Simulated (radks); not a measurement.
Question: All-electron atom: Li in 1s1.75 2s1 2p0.25 (fractional occupations, a model configuration). All-electron calculation, non-relativistic Kohn-Sham, OLYP, spin-unpolarised, spherical densities, point nucleus; without spin polarisation the odd electron is poorly described. Program: a radial shooting solver on a logarithmic mesh with Libxc functionals. Some entries of the table are withheld. Estimate them.

orbital  occ.  eigenvalue (eV)  <1/r> (bohr^-1)
1s       1.75              (1)            2.746
2s          1          -3.4265           0.3939
2p       0.25              (2)              (3)

Answer: 
(1) 1s eigenvalue (eV): -58.3036
(2) 2p eigenvalue (eV): -1.4040
(3) 2p <1/r> (bohr^-1): 0.2948
